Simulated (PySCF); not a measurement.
## Radial density of As²⁺ (arsenic, charge +2)

UHF, [Ar] 3d10 4s1 4p2, high-spin 4P determinant (an excited configuration). All numbers are calculated (PySCF 2.14, the non-relativistic Hamiltonian (point nucleus), in dyall-av2z (16s12p8d, 92 functions)).

```tsv
r (bohr)	4πr²ρ (e/bohr)	4πr²(ρα − ρβ)
0.000725	0.1553	0.0001
0.00122	0.4258	0.0003
0.00205	1.140	0.0008
0.00345	2.942	0.0020
0.00580	7.124	0.0049
0.00976	15.55	0.0105
0.0164	28.46	0.0189
0.0276	39.29	0.0253
0.0464	37.04	0.0308
0.0781	33.55	0.0777
0.131	46.54	0.1244
0.221	34.53	-0.0314
0.372	26.48	0.2174
0.625	27.00	0.0648
1.05	7.100	0.5584
1.77	2.222	1.8889
2.98	0.5311	0.5287
5.01	0.02161	0.0216
8.42	0.0002102	0.0002
```

Task: Where is the radial spin density 4πr²(ρα − ρβ) most negative, and why is it negative at all?

Result: Around r = 0.221 bohr, down to -0.0314 e/bohr: exchange with the open shell polarises the paired shells in an unrestricted calculation.
